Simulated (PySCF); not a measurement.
Species: C₃H₅F₃O₂Si.
Bonds: O1–C2 (double), C2–C3, C3–C4, C4–F5, C4–F6, C4–F7, C2–O8, O8–Si9. Hydrogens: H10, H11 on C3; H12, H13, H14 on Si9.

The same species was optimised twice, with GFN2-xTB and with PBE0-D3(BJ)/def2-SVP (PySCF), and the same property calculations (PySCF, gas phase) were run on both structures.

```csv
coordinate,GFN2-xTB,PBE0-D3(BJ)/def2-SVP,change
O8–Si9 (Å),1.677,1.724,+0.047
C2–O8 (Å),1.308,1.330,+0.022
C2–C3 (Å),1.531,1.509,-0.022
C4–F6 (Å),1.345,1.337,-0.008
C4–F7 (Å),1.336,1.330,-0.006
C3–C4 (Å),1.516,1.511,-0.005
O1=C2 (Å),1.198,1.203,+0.005
C4–F5 (Å),1.338,1.336,-0.002
C2–O8–Si9 (°),123.7,117.6,-6.1
C2–C3–C4 (°),112.8,116.0,+3.2
O1–C2–O8 (°),124.4,122.9,-1.5
F6–C4–F7 (°),106.1,107.4,+1.3
C3–C4–F5 (°),112.7,111.4,-1.3
F5–C4–F6 (°),106.2,107.5,+1.3
C3–C4–F6 (°),110.9,109.8,-1.1
F5–C4–F7 (°),107.2,107.9,+0.7
O1–C2–C3–C4 (°),-154,-145,+9
C2–C3–C4–F5 (°),51,51,0
O1–C2–O8–Si9 (°),2,1,-1
```

Rotational constants: A = 2621, B = 830.1, C = 720.1 MHz (GFN2-xTB) against A = 2792, B = 774.4, C = 690.7 MHz (PBE0-D3(BJ)/def2-SVP). Point groups within 0.08 Å: C1 and C1. Atoms that the bonding makes alike are paired by their places after alignment.

On the GFN2-xTB structure: HOMO (eV) -8.63 [PBE0/pcSseg-1]; LUMO (eV) -0.36 [PBE0/pcSseg-1]; dipole (D) 1.37 [PBE0/pcSseg-1]; GIAO shielding of O1 (ppm) -124.3 [PBE0/pcSseg-1]; GIAO shielding of C2 (ppm) 16.7 [PBE0/pcSseg-1]; GIAO shielding of C3 (ppm) 141.3 [PBE0/pcSseg-1]; GIAO shielding of C4 (ppm) 53.8 [PBE0/pcSseg-1]; GIAO shielding of F5/F6/F7 (mean) (ppm) 250.8 [PBE0/pcSseg-1]; GIAO shielding of O8 (ppm) 145.7 [PBE0/pcSseg-1]; GIAO shielding of Si9 (ppm) 385.6 [PBE0/pcSseg-1].

Question: What do these properties become on the PBE0-D3(BJ)/def2-SVP structure?

Answer: 
```csv
property,level,on GFN2-xTB,on PBE0-D3(BJ)/def2-SVP,change
HOMO (eV),PBE0/pcSseg-1,-8.63,-8.74,-0.11
LUMO (eV),PBE0/pcSseg-1,-0.36,-0.52,-0.16
dipole (D),PBE0/pcSseg-1,1.37,1.31,-0.06
"energy, GFN2-xTB geometry as zero (kcal/mol)",PBE0/pcSseg-1,0.0,-3.0,-3.0
GIAO shielding of O1 (ppm),PBE0/pcSseg-1,-124.3,-137.2,-12.9
GIAO shielding of C2 (ppm),PBE0/pcSseg-1,16.7,12.9,-3.8
GIAO shielding of C3 (ppm),PBE0/pcSseg-1,141.3,141.5,+0.2
GIAO shielding of C4 (ppm),PBE0/pcSseg-1,53.8,55.9,+2.1
GIAO shielding of F5/F6/F7 (mean) (ppm),PBE0/pcSseg-1,250.8,254.5,+3.7
GIAO shielding of O8 (ppm),PBE0/pcSseg-1,145.7,131.5,-14.2
GIAO shielding of Si9 (ppm),PBE0/pcSseg-1,385.6,382.2,-3.4
```

The heavy atoms differ by 0.131 Å rms after alignment (one structure mirrored). Among bonds between heavy atoms O8–Si9 changes most (+0.047 Å). Changes are differences of the printed values. Neither structure is proved a minimum here.

The values belong to the conformer `[O:1]=[C:2]([CH2:3][C:4]([F:5])([F:6])[F:7])[O:8][SiH3:9]`: O1–C2–C3–C4 -145°, C2–C3–C4–F5 51°, O1–C2–O8–Si9 1°.
